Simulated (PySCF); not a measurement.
What does the PBE0-D3(BJ)/def2-SVP structure of `CN(BCCC)C` look like in three dimensions?

Z-matrix in Å and degrees, rows numbered from 1:
```
C 
C   1  1.5213
C   2  1.5343  1  113.68
B   3  1.5818  2  111.63  1  -176.12
N   4  1.4006  3  124.07  2   -89.27
C   5  1.4438  4  122.40  3   177.67
C   5  1.4429  4  124.59  3    -0.78
H   1  1.1023  2  111.15  3   -59.50
H   1  1.1020  2  111.09  3    59.82
H   1  1.1014  2  111.85  3  -179.85
H   2  1.1048  1  109.36  3   122.58
H   2  1.1044  1  109.40  3  -122.61
H   3  1.1050  2  109.02  1    58.94
H   3  1.1040  2  108.60  1   -55.94
H   4  1.2157  3  119.99  2    87.73
H   6  1.0969  5  109.95  4     1.19
H   6  1.1054  5  111.29  4  -119.07
H   6  1.1053  5  111.23  4   121.45
H   7  1.1051  5  111.09  4   118.00
H   7  1.0964  5  110.85  4    -2.24
H   7  1.1051  5  111.19  4  -122.70
```

Of the pairs four or more bonds apart, H13···H20 is among the closest relative to their van der Waals radii: 2.08 Å, 87 % of the sum of Bondi's values. B4 (three-coordinate boron) is planar (angles 124.1°, 120.0° and 115.9°, sum 359.9°, 0.02 Å off the plane of its three neighbours). N5 (boron-bound nitrogen) is planar (angles 124.6°, 122.4° and 113.0°, sum 360.0°, 0.01 Å off the plane of its three neighbours).

The calculation used PBE0-D3(BJ)/def2-SVP geometry optimisation, gas phase (PySCF).

Point group: C1 (no symmetry element, even within 0.4 Å). No PBE0-D3(BJ)/def2-SVP frequencies stand behind this structure, so it isn't proved a minimum. One conformer, not necessarily the lowest (C1–C2–C3–B4 -176°, C2–C3–B4–N5 -89°).
